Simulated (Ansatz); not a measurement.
Total energies of (KH)3 ring (K₃H₃) from Ansatz at PBE0-D4/def2-TZVP, gas phase (1 Eh = 27.2114 eV = 2625.5 kJ/mol). The reference geometry is relaxed at r2SCAN-D4/def2-TZVP.

```json
{"state": "charge 0 singlet", "geometry": "reference", "energy (Eh)": "-1801.01908"}
{"state": "charge 1 doublet", "geometry": "reference", "energy (Eh)": "-1800.78975"}
{"state": "charge 1 doublet", "geometry": "relaxed at r2SCAN-D4/def2-TZVP", "energy (Eh)": "-1800.87929"}
{"state": "free K atom (doublet)", "geometry": "–", "energy (Eh)": "-599.73886"}
{"state": "free H atom (doublet)", "geometry": "–", "energy (Eh)": "-0.50104"}
```

Problem. Work out the vertical ionisation energy to the doublet.

Solution. E(charge 1 doublet) − E(charge 0 singlet) = -1800.78975 − (-1801.01908) = 0.22933 Eh = 6.24 eV. For comparison, −ε of the highest occupied level is 4.57 eV at this level, 1.67 eV less.

Problem. How much does the charge 1 doublet relax, and what is the adiabatic ionisation energy?

Solution. Relaxation: -1800.78975 − (-1800.87929) = 0.08954 Eh = 2.44 eV. Adiabatic ionisation energy: 0.13979 Eh = 3.80 eV, without zero-point energy. Bonds change on the way (4 lost, 0 formed), so the relaxed form is another species. In the charge 1 doublet, H2 and H4 lie 0.75 Å apart (atoms count from 1), so H2 has formed as a molecule.

Problem. What is the binding energy per atom against free atoms?

Solution. Atoms: 3 × (-599.73886) + 3 × (-0.50104) = -1800.71970 Eh. Binding: -1800.71970 − (-1801.01908) = 0.29938 Eh = 8.15 eV, or 1.36 eV for each of 6 atoms (no zero-point energy, no counterpoise term).
